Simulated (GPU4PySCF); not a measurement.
Vertical excitations of a molecule C₁₃H₁₀N₂ from GPU4PySCF with TDDFT-PBE/def2-SVPD, as energy in eV (oscillator strength): 3.97 (0.004), 3.99 (0.087), 4.13 (0.001), 4.15 (0.039), 4.52 (0.021), 4.61 (0.023), 4.66 (0.001), 4.88 (0.098), 4.91 (0.010), 5.15 (0.001), 5.35 (0.024), 5.37 (0.041). Lowest triplet (TDA): 3.57 eV. Geometry: r2SCAN-D4/def2-TZVP. The values are those of a single conformer.

Problem. Which structure fits?
(A) c1ccc(-n2cnc3ccccc32)cc1
(B) C#Cc1nc(-c2ccccc2)cnc1C
(C) Cc1ccc(-c2ccc(C#N)cn2)cc1

Solution. A, c1ccc(-n2cnc3ccccc32)cc1
